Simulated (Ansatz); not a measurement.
C3H6BN (`NBC1C=C1`). Total charge 0; spin multiplicity 1.

```
atom    x (Å)    y (Å)    z (Å)
  N1   1.6428   1.0015   0.8076
  B2   0.6497   0.0340   0.6642
  C3  -0.3770   0.1006  -0.4977
  C4  -0.9944  -1.1697  -1.0708
  C5  -1.7791  -0.4754  -0.3381
  H6   2.3230   0.9896   1.5467
  H7   1.7451   1.7799   0.1776
  H8   0.6084  -0.8586   1.4682
  H9  -0.2880   0.9402  -1.1983
 H10  -0.7949  -2.0297  -1.6857
 H11  -2.7358  -0.3125   0.1262
```

(1) Give the diagnostics of a CCSD(T)/def2-TZVPP run (frozen core, the Gaussian-basis code of Ansatz). (Best estimate.)

Answers

(1) The calculation gave: T1 = 0.0114, largest single amplitude 0.023, largest double 0.040, (T) share of the correlation energy 4.4 %, 9 CCSD cycles. The RHF solution is stable towards an unrestricted one. T1 lies under the customary mark of 0.02 for closed shells.
